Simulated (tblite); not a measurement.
Compound: C2H10F2SSi3.
Numbering: `[F:1][CH:2]([F:3])[CH2:4][S:5][SiH2:6][SiH2:7][SiH3:8]` (hydrogens: H9 on C2; H10, H11 on C4; H12, H13 on Si6; H14, H15 on Si7; H16, H17, H18 on Si8)

Computed geometry: GFN2-xTB, gas phase.

Q: Give the optimised bond lengths and angles.

A: 
```
                     bond  length (bohr)
             F1–C2, C2–F3          2.560
                    C2–C4          2.865
                    C4–S5          3.433
                   S5–Si6          4.103
                  Si6–Si7          4.370
                  Si7–Si8          4.394
                    C2–H9          2.078
           C4–H10, C4–H11          2.060
         Si6–H12, Si6–H13          2.772
         Si7–H14, Si7–H15          2.781
Si8–H16, Si8–H17, Si8–H18          2.767
```

Bonds in one row agree within 0.02 bohr and their mean is given. A selection of angles:
```
      angle  degrees
   F1–C2–F3    105.9
   F1–C2–C4    111.4
   F3–C2–C4    110.2
   C2–C4–S5    109.4
  C4–S5–Si6     99.6
 S5–Si6–Si7    105.2
Si6–Si7–Si8    115.6
```

Dihedral angles: F1–C2–C4–S5 -80° (synclinal); C2–C4–S5–Si6 174° (antiperiplanar); C4–S5–Si6–Si7 -172° (antiperiplanar); S5–Si6–Si7–Si8 53° (synclinal). The mirror-image conformer, all signs reversed, is as good.

Si6 (SiH2 silicon) is distorted tetrahedral (angles from 103.0° to 122.3°). Si7 (SiH2 silicon) is distorted tetrahedral (angles from 103.6° to 115.6°). Si8 (SiH3 silicon) is tetrahedral (angles from 106.9° to 112.1°).

Point group: C1 (no symmetry element, even within 0.4 Å). Its lowest GFN2-xTB frequency is 14 cm⁻¹, too small to tell a flat minimum from a shallow saddle. The numbers are those of one conformer. 3 starts were optimised and ended at 0.00, 0.12 and 0.14 kcal/mol (GFN2-xTB); the lowest of these is shown.
